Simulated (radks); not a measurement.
Question: Neutral dysprosium, configuration [Xe] 4f10 6s1 5f1 (not the ground configuration). Calculated with a radial shooting solver on a logarithmic mesh with Libxc functionals: Dirac Kohn-Sham, PBEsol, spin-unpolarised, spherical densities, point nucleus; open shells fill j = l - 1/2 first.

Spin-orbit splittings of the eigenvalues, e(l+1/2) - e(l-1/2), with zeta = 2 splitting/(2l+1) and mean radii in bohr:

| shell | occ. | splitting (eV) | zeta (eV) | <r> j=l-1/2 | <r> j=l+1/2 |
|---|---|---|---|---|---|
| 2p | 6 | 799.8 | 533.2 | 0.07439 | 0.08145 |
| 3p | 6 | 166.1 | 110.7 | 0.2239 | 0.2372 |
| 3d | 10 | ? | ? | 0.2097 | 0.2138 |
| 4p | 6 | 37.17 | 24.78 | 0.5405 | 0.5713 |
| 4d | 10 | 6.727 | 2.691 | 0.6039 | 0.6148 |
| 4f | 10 | 0.8765 | 0.2504 | 0.8662 | 0.8867 |
| 5p | 6 | 4.709 | 3.139 | 1.471 | 1.577 |
| 5f | 1 | 0.00008619 | 0.00002462 | 17.10 | 17.10 |

Estimate the 3d splitting.

Answer: 36.27 eV (zeta = 14.51 eV).
